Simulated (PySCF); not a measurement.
Pr⁴⁵⁺: ionisation energy

Pr⁴⁵⁺ [Ne] 3s2 3p2 [3p1/2^2, M_J = 0] → Pr⁴⁶⁺ [Ne] 3s2 3p1 [3p1/2^1, M_J = 1/2], as a difference of total energies. All numbers are calculated (PySCF 2.14, the two-component X2C-1e Hamiltonian, in an even-tempered Gaussian basis (18 s from 11 bohr⁻², ratio 2.4; 14 p from 14 bohr⁻², ratio 2.4; 4 d from 48 bohr⁻², ratio 2.6; 4 f from 72 bohr⁻², ratio 2.6)). Correlated levels: 1s2 frozen; the 54 highest virtual spinors dropped. "Screened" scales the spin-orbit matrix elements by Boettger's factors to mimic the two-electron term; Breit and QED terms are absent.

```tsv
method	ionisation energy (eV)
GHF (spin-free)	3655.3
GMP2 (spin-free)	3656.0
GHF (screened spin-orbit)	3731.1
GMP2 (screened spin-orbit)	3733.0
```

Breit and QED terms and the two-electron picture change are absent.

The spin-free rows relax to the high-spin LS determinant and lack the spin-orbit shift.

The labels give the starting determinants; with spin-orbit coupling the two ends relaxed to ⟨J²⟩ = 0.00, ⟨L²⟩ = 1.34, ⟨S²⟩ = 1.34 and ⟨J²⟩ = 0.75, ⟨L²⟩ = 2.01, ⟨S²⟩ = 0.76.

For comparison: 3729 ± 4 eV (theoretical estimate listed by NIST; NIST Atomic Spectra Database, ionization energies).
